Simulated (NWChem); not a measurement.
Basis-set dependence for silicon monosulfide (SSi)

```xyz
2

Si     0.0000     0.0000     1.0345
S      0.0000     0.0000    -0.9052
```
Charge 0, spin multiplicity 1.

All runs are NWChem calculations. All single points use one geometry, from PBE0/def2-SVP, a minimum by its harmonic frequencies.

Hartree-Fock energies in Ha, correlation energies in mHa.

The correlated methods keep 10 core orbitals frozen. The Pople sets run with spherical d functions. No row is a measurement; the coupled-cluster row has its own basis-set and correlation limits.

```tsv
basis	functions	RHF	MP2	SCS-MP2	CCSD	CCSD+T(CCSD)	CCSD(T)	CR-CCSD[T]	CR-CCSD(T)	CCSDT	RI-MP2
6-31G*	36	-686.43912	-191.8	-188.9	-213.6	-225.9	-224.6	-223.3	-222.3	-225.6	not run
cc-pVDZ	36	-686.48070	-203.8	-200.0	-225.6	-237.6	-236.6	-235.0	-234.3	-237.6	-204.0
cc-pVTZ	68	-686.50625	-259.8	-257.9	-281.3	-299.8	-299.0	-295.7	-295.1	not run	-259.8
cc-pVQZ	118	-686.51311	-281.2	-281.6	-299.3	-319.8	-319.1	-315.4	-314.8	not run	-281.2
```

From cc-pVTZ to cc-pVQZ the Hartree-Fock energy moves by -6.9 mHa and the MP2 correlation energy by -21.4 mHa, which is 8 % of its value in the larger set.
